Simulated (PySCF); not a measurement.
Ionisation energy of Sr by level of theory

Sr [Kr] 5s2 (1S) → Sr+ [Kr] 5s1 (2S), as a difference of total energies. Computed with PySCF 2.14 in def2-SVP with the def2 core potential (28 electrons) (4s3p2d, 23 functions), with scalar relativity through the core potential. Correlated levels: valence: 4s2 4p6 frozen. The calculations carry no spin-orbit coupling.

```json
{"method": "UHF", "ionisation energy (eV)": "4.741", "error (eV)": "-0.954"}
{"method": "TPSS", "ionisation energy (eV)": "5.578", "error (eV)": "-0.117"}
{"method": "BP86", "ionisation energy (eV)": "5.816", "error (eV)": "+0.121"}
{"method": "MP2 (valence)", "ionisation energy (eV)": "5.173", "error (eV)": "-0.522"}
{"method": "SCS-MP2 (valence)", "ionisation energy (eV)": "5.260", "error (eV)": "-0.435"}
{"method": "CCSD (valence)", "ionisation energy (eV)": "5.410", "error (eV)": "-0.285"}
```

Reference: 5.695 eV (measured; NIST Atomic Spectra Database, ionization energies).

Errors of the correlated levels include the incompleteness of this basis and the frozen core.

With two correlated electrons CCSD is exact in that space.
